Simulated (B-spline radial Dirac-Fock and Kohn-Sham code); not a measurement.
Level of theory: ΔSCF Dirac-Fock with Breit, self-energy and vacuum polarisation, finite nucleus, configuration average; a radial B-spline solver. Free neutral atoms.

Task: Order these X-ray lines by photon energy, lowest first.
A. Lu Lα2
B. Ta Lγ2
C. Dy Lℓ
D. Ta Lα1
E. Ir Lβ2
F. Zn Kβ1

Result: C (5740.2 eV), A (7604.1 eV), D (8145.7 eV), F (9569.5 eV), E (10916.6 eV), B (11216.6 eV).

Values without a named source are computed, but for edge energies of neutral atoms, which are taken from tables.
